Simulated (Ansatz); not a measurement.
N-butyl-N-methylpyrrolidinium bromide (C₉H₂₀BrN). Charge 0, multiplicity 1. Geometry PBE-D4/def2-SVP, basis def2-TZVP, Ansatz.

```
run  HOMO (eV)  LUMO (eV)
  A      -4.40      -0.23
  B      -4.13      -0.78
  C      -3.93      -0.75
  D      -4.82       0.03
  E      -5.28       0.02
```

Problem. The runs used BLYP, PBE, PBE0, r2SCAN, r2SCANh. Estimate which is which.

Solution. A r2SCAN (0 % exact exchange); B PBE (0 % exact exchange); C BLYP (0 % exact exchange); D r2SCANh (10 % exact exchange); E PBE0 (25 % exact exchange). Exact exchange lowers occupied and raises empty levels; among semilocal functionals meta-GGAs tend to open the gap a little, and such runs are hard to tell apart. The gap grows from 3.18 eV (BLYP) to 5.30 eV (PBE0).
